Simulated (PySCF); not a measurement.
C8H10S, SMILES C=CCCc1cccs1, singlet (GFN2-xTB optimised geometry):

```
19

C     -1.365    -3.265     3.254
C     -1.341    -2.188     2.491
C     -2.304    -1.917     1.380
C     -1.579    -1.792     0.027
C     -0.648    -0.630     0.000
C      0.711    -0.630     0.000
C      1.271     0.669     0.000
C      0.328     1.641     0.003
S     -1.266     0.993     0.005
H     -0.650    -3.424     4.042
H     -2.111    -4.033     3.125
H     -0.581    -1.431     2.637
H     -2.832    -0.980     1.578
H     -3.039    -2.722     1.320
H     -1.011    -2.705    -0.164
H     -2.329    -1.681    -0.760
H      1.299    -1.531     0.000
H      2.329     0.863    -0.001
H      0.460     2.705     0.006
```

Level of theory: CAM-B3LYP/def2-SVP in PySCF 2.14.0.

Task: What are the frontier orbital energies and the dipole moment?

Result: HOMO-2 -8.76 eV, HOMO-1 -8.35 eV, HOMO -7.74 eV, LUMO 0.95 eV, LUMO+1 1.79 eV; dipole moment 0.35 D.

On the same geometry PBE/def2-SVP in PySCF 2.14.0 gives HOMO-2 -6.27 eV, HOMO-1 -6.07 eV, HOMO -5.48 eV, LUMO -1.07 eV, LUMO+1 -0.50 eV; dipole moment 0.34 D.

Meta-Löwdin charges at CAM-B3LYP/def2-SVP: C1 -0.24, C2 -0.08, C3 -0.16, C4 -0.17, C5 -0.09, C6 -0.15, C7 -0.13, C8 -0.24, S9 0.22, H10 0.10, H11 0.10, H12 0.10, H13 0.10, H14 0.09, H15 0.10, H16 0.10, H17 0.11, H18 0.11, H19 0.12.
